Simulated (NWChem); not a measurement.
System: TiN2H4O; SMILES [NH]=[Ti]([NH2])[OH]

Input file for NWChem:

```
start job
memory heap 200 mb stack 900 mb global 1100 mb
geometry units angstroms noautoz
  Ti    -0.041156    -0.032295     0.296324
  N     -1.686993     0.071700    -0.034791
  H     -2.675395     0.058817    -0.315396
  O      0.824070    -1.607799    -0.044907
  H      0.531482    -2.464813    -0.395672
  N      0.838259     1.629010    -0.043844
  H      1.852811     1.722412    -0.184047
  H      0.393946     2.507789    -0.329348
end
basis spherical
  * library 6-31g*
end
dft
  xc bhlyp
  iterations 150
  mulliken
end
task dft energy
```

Excerpt of the output:

```
             Northwest Computational Chemistry Package (NWChem) 7.3.0
             --------------------------------------------------------

 C1  symmetry detected

                             Geometry "geometry" -> ""
                             -------------------------

 Output coordinates in angstroms (scale by  1.889725989 to convert to a.u.)

  No.       Tag          Charge          X              Y              Z
 ---- ---------------- ---------- -------------- -------------- --------------
    1 Ti                  22.0000    -0.04143620    -0.03455029     0.20447653
    2 N                    7.0000    -1.67800561     0.14226175    -0.14136966
    3 H                    1.0000    -2.66336124     0.17345666    -0.43110196
    4 O                    8.0000     0.75744237    -1.64514019    -0.13472949
    5 H                    1.0000     0.43106784    -2.48738621    -0.49140599
    6 N                    7.0000     0.91270625     1.58794626    -0.12130936
    7 H                    1.0000     1.93163259     1.63747166    -0.25181954
    8 H                    1.0000     0.50981373     2.48622976    -0.40756708

 Effective nuclear repulsion energy (a.u.)     211.8088894484

                                 NWChem DFT Module
                                 -----------------

 Summary of "ao basis" -> "ao basis" (spherical)
 ------------------------------------------------------------------------------
       Tag                 Description            Shells   Functions and Types
 ---------------- ------------------------------  ------  ---------------------
 Ti                          6-31g*                 12       34   5s4p2d1f
 N                           6-31g*                  6       14   3s2p1d
 H                           6-31g*                  2        2   2s
 O                           6-31g*                  6       14   3s2p1d

            General Information
            -------------------
          SCF calculation type: DFT
          Wavefunction type:  closed shell.
          No. of atoms     :     8
          No. of electrons :    48
           Alpha electrons :    24
            Beta electrons :    24
          Charge           :     0
          Spin multiplicity:     1
          Use of symmetry is: off; symmetry adaption is: off
          Maximum number of iterations: 150
          AO basis - number of functions:    84
                     number of shells:    38
          Convergence on energy requested:  1.00D-06
          Convergence on density requested:  1.00D-05
          Convergence on gradient requested:  5.00D-04

              XC Information
              --------------
                        BHLYP Method XC Functional
                     Hartree-Fock (Exact) Exchange  0.500
                        Slater Exchange Functional  0.500 local
                    Becke 1988 Exchange Functional  0.500 non-local
              Lee-Yang-Parr Correlation Functional  1.000

             Grid Information
             ----------------
          Grid used for XC integration:  medium
          Radial quadrature: Mura-Knowles
          Angular quadrature: Lebedev.
          Tag              B.-S. Rad. Rad. Pts. Rad. Cut. Ang. Pts.
          ---              ---------- --------- --------- ---------
          Ti                  1.40      112           9.0       590
          N                   0.65       49          10.0       434
          H                   0.35       45          12.0       434
          O                   0.60       49          10.0       434
          Grid pruning is: on
          Number of quadrature shells:   439
          Spatial weights used:  Erf1

      Superposition of Atomic Density Guess
      -------------------------------------

 Sum of atomic energies:       -1033.63596846

      Non-variational initial energy
      ------------------------------

 Total energy =   -1034.200463
 1-e energy   =   -1835.804028
 2-e energy   =     589.794675
 HOMO         =      -0.360049
 LUMO         =      -0.082734

     ---------------------------------------------
      Total Density - Mulliken Population Analysis
     ---------------------------------------------

    Atom       Charge   Shell Charges
 -----------   ------   -------------------------------------------------------
    1 Ti  22    19.26   2.00  2.00  6.00  2.00  6.00  0.14  0.11  0.05  0.08  0.31  0.55  0.02
    2 N    7     8.77   2.00  0.89  2.92  0.92  2.04  0.01
    3 H    1     0.59   0.41  0.18
    4 O    8     9.30   2.00  0.94  3.25  0.95  2.14  0.01
    5 H    1     0.44   0.35  0.09
    6 N    7     8.54   2.00  0.83  2.76  0.90  2.04  0.01
    7 H    1     0.55   0.40  0.15
    8 H    1     0.55   0.40  0.15

   convergence    iter        energy       DeltaE   RMS-Dens  Diis-err
 ---------------- ----- ----------------- --------- --------- ---------
 d= 0,ls=0.0,diis     1  -1035.9724874517 -1.25D+03  4.23D-02  3.09D+00
 d= 0,ls=0.0,diis     2  -1027.9001937026  8.07D+00  3.05D-02  9.17D+01
 d= 0,ls=0.0,diis     3  -1036.2161444869 -8.32D+00  5.96D-03  2.14D+00
 d= 0,ls=0.0,diis     4  -1036.4213245547 -2.05D-01  2.05D-03  1.29D-01
 d= 0,ls=0.0,diis     5  -1036.4342590748 -1.29D-02  9.84D-04  2.42D-02
  Resetting Diis
 d= 0,ls=0.0,diis     6  -1036.4366848393 -2.43D-03  3.33D-04  2.54D-03
 d= 0,ls=0.0,diis     7  -1036.4369633668 -2.79D-04  1.71D-04  1.05D-04
 d= 0,ls=0.0,diis     8  -1036.4369238080  3.96D-05  1.17D-04  4.84D-04
 d= 0,ls=0.0,diis     9  -1036.4369790501 -5.52D-05  2.12D-05  9.45D-06
 d= 0,ls=0.0,diis    10  -1036.4369803665 -1.32D-06  2.20D-05  1.25D-06
 d= 0,ls=0.0,diis    11  -1036.4369810093 -6.43D-07  1.03D-05  1.42D-07
 d= 0,ls=0.0,diis    12  -1036.4369811081 -9.88D-08  2.56D-06  3.14D-08

         Total DFT energy =    -1036.436981108132
      One electron energy =    -1840.634033533900
           Coulomb energy =      658.187191973069
    Exchange-Corr. energy =      -65.799028995715
 Nuclear repulsion energy =      211.808889448413

 Numeric. integr. density =       48.000003353031

                       DFT Final Molecular Orbital Analysis
                       ------------------------------------

 Vector   22  Occ=2.000000D+00  E=-3.079828D-01
              MO Center=  1.5D-01,  9.2D-01, -2.5D-02, r^2= 2.6D+00
   Bfn.  Coefficient  Atom+Function         Bfn.  Coefficient  Atom+Function
  ----- ------------  ---------------      ----- ------------  ---------------
    71      0.410649  6 N  pz                75      0.376153  6 N  pz
    39     -0.239237  2 N  pz                21     -0.222477  1 Ti d  1
    43     -0.205565  2 N  pz                26     -0.162184  1 Ti d  1
    70      0.134412  6 N  py                38     -0.126687  2 N  py
    74      0.125127  6 N  py                19      0.119011  1 Ti d -1

 Vector   23  Occ=2.000000D+00  E=-2.984840D-01
              MO Center= -8.3D-01,  3.8D-01, -1.1D-01, r^2= 2.5D+00
   Bfn.  Coefficient  Atom+Function         Bfn.  Coefficient  Atom+Function
  ----- ------------  ---------------      ----- ------------  ---------------
    39      0.397886  2 N  pz                43      0.331617  2 N  pz
    71      0.223292  6 N  pz                75      0.200242  6 N  pz
    21      0.188678  1 Ti d  1              26      0.130914  1 Ti d  1
    38     -0.128004  2 N  py                37     -0.123369  2 N  px
     9     -0.117334  1 Ti pz                13      0.115608  1 Ti pz

 Vector   24  Occ=2.000000D+00  E=-2.898855D-01
              MO Center= -1.1D+00,  3.0D-01, -5.5D-02, r^2= 2.2D+00
   Bfn.  Coefficient  Atom+Function         Bfn.  Coefficient  Atom+Function
  ----- ------------  ---------------      ----- ------------  ---------------
    38      0.479674  2 N  py                42      0.393508  2 N  py
    71      0.205446  6 N  pz                18     -0.194653  1 Ti d -2
    75      0.179771  6 N  pz                23     -0.140027  1 Ti d -2
    12      0.133151  1 Ti py                 8     -0.129628  1 Ti py
    66      0.067205  5 H  s                 22     -0.061813  1 Ti d  2

 Vector   25  Occ=0.000000D+00  E=-3.327588D-02
              MO Center= -2.5D-02, -8.3D-02,  9.4D-01, r^2= 3.6D+00
   Bfn.  Coefficient  Atom+Function         Bfn.  Coefficient  Atom+Function
  ----- ------------  ---------------      ----- ------------  ---------------
    14      0.692650  1 Ti s                 20      0.408604  1 Ti d  0
    25      0.314625  1 Ti d  0              10     -0.203439  1 Ti s
     6      0.197970  1 Ti s                 13      0.161422  1 Ti pz
    17      0.150464  1 Ti pz                56     -0.104354  4 O  s
    72     -0.104385  6 N  s                 40     -0.095725  2 N  s

 Vector   26  Occ=0.000000D+00  E= 2.967001D-02
              MO Center=  8.3D-03, -4.5D-02,  2.2D-01, r^2= 2.8D+00
   Bfn.  Coefficient  Atom+Function         Bfn.  Coefficient  Atom+Function
  ----- ------------  ---------------      ----- ------------  ---------------
    19      0.593551  1 Ti d -1              24      0.436439  1 Ti d -1
    16      0.381569  1 Ti py                75     -0.158519  6 N  pz
    55      0.156419  4 O  pz                59      0.147771  4 O  pz
    71     -0.144757  6 N  pz                17     -0.129178  1 Ti pz
    15      0.106536  1 Ti px                74     -0.101903  6 N  py

 Vector   27  Occ=0.000000D+00  E= 3.830132D-02
              MO Center= -1.2D-01, -1.3D-03,  3.8D-02, r^2= 4.2D+00
   Bfn.  Coefficient  Atom+Function         Bfn.  Coefficient  Atom+Function
  ----- ------------  ---------------      ----- ------------  ---------------
    21     -0.516727  1 Ti d  1              17      0.507911  1 Ti pz
    26     -0.375169  1 Ti d  1              43      0.197230  2 N  pz
    75     -0.190559  6 N  pz                39      0.167249  2 N  pz
    71     -0.164911  6 N  pz                11      0.144783  1 Ti px
    50      0.139042  3 H  s                 59     -0.136168  4 O  pz

[...]
```

Level: BHandHLYP/6-31G* (spherical d). Geometry: optimised at PBE-D3(BJ)/def2-SVP.
